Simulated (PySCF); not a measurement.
SMILES N#CC(F)=C=C=C=CF, C₆HF₂N

Molfile (atoms numbered from 1):
```
C6HF2N
     RDKit          3D

 10  9  0  0  0  0  0  0  0  0999 V2000
   -3.1021    1.8164   -1.8481 N   0  0  0  0  0  0  0  0  0  0  0  0
   -2.6794    0.9355   -1.2233 C   0  0  0  0  0  0  0  0  0  0  0  0
   -2.1492   -0.1481   -0.4564 C   0  0  0  0  0  0  0  0  0  0  0  0
   -3.0378   -1.0850   -0.1399 F   0  0  0  0  0  0  0  0  0  0  0  0
   -0.8795   -0.2145   -0.0933 C   0  0  0  0  0  0  0  0  0  0  0  0
    0.3570   -0.2256    0.2304 C   0  0  0  0  0  0  0  0  0  0  0  0
    1.5948   -0.2445    0.5553 C   0  0  0  0  0  0  0  0  0  0  0  0
    2.8815   -0.2940    0.8357 C   0  0  0  0  0  0  0  0  0  0  0  0
    3.4009    0.2181    1.9361 F   0  0  0  0  0  0  0  0  0  0  0  0
    3.6256   -0.7620    0.1812 H   0  0  0  0  0  0  0  0  0  0  0  0
  1  2  3  0
  2  3  1  0
  3  4  1  0
  3  5  2  0
  5  6  2  0
  6  7  2  0
  7  8  2  0
  8  9  1  0
  8 10  1  0
M  END
```

Computed, not measured: TDDFT CAM-B3LYP/aug-cc-pVDZ circular dichroism and optical rotation, one conformer, gas phase (PySCF). Geometry: PBE0-D3(BJ)/def2-SVP.

No stereocentre is labelled: unless the shape is locked (an allene, a helicene, a hindered biaryl), the mirror image is equally populated and a measured rotation or CD is zero. Singlets 8 and 9 lie within 0.01 eV of each other, so their separate moments and overlaps can depend on how they mix.

Question: Draw the ECD and absorption spectra from the lowest 12 states, each a Gaussian of half-width 0.35 eV at 1/e height.

Answer: 
```
E (eV)  λ (nm)  Δε (L mol⁻¹ cm⁻¹)  ε (L mol⁻¹ cm⁻¹)
  2.86     434              +0.01             0.913
  2.96     419              +0.02              1.92
  3.06     405              +0.03              3.46
  3.16     393              +0.04              5.34
  3.26     381              +0.05              7.17
  3.36     369              +0.04              8.54
  3.46     359              +0.02              9.71
  3.56     348               0.00              12.9
  3.66     339              -0.03                26
  3.76     330              -0.04              69.8
  3.86     321              -0.03               188
  3.96     313               0.00               450
  4.06     306              +0.04               925
  4.16     298              +0.09              1620
  4.26     291              +0.14              2410
  4.36     284              +0.18              3060
  4.46     278              +0.20              3290
  4.56     272              +0.18              3000
  4.66     266              +0.14              2360
  4.76     261              +0.10              1690
  4.86     255              +0.08              1470
  4.96     250              +0.12              2420
  5.06     245              +0.27              5790
  5.16     240              +0.62             13400
  5.26     236              +1.25             27000
  5.36     231              +2.13             46300
  5.46     227              +3.11             67400
  5.56     223              +3.83             83400
  5.66     219              +4.01             87700
  5.76     215              +3.55             78300
  5.86     212              +2.68             59300
  5.96     208              +1.76             38200
  6.06     205              +1.09             21000
  6.16     201              +0.78              9970
  6.26     198              +0.73              4550
  6.36     195              +0.78              3030
  6.46     192              +0.76              4030
  6.56     189              +0.58              6690
  6.66     186              +0.21             10200
  6.76     183              -0.30             13300
  6.86     181              -0.83             14800
  6.96     178              -1.28             14100
  7.06     176              -1.62             11500
  7.16     173              -1.90              8020
  7.26     171              -2.17              4920
```
Δε uses R in velocity form, ε uses f in length form. Only the states computed contribute, so the short-wavelength end is incomplete.

The sign of the CD band at 335 nm isn't settled: the length form gives the opposite one.
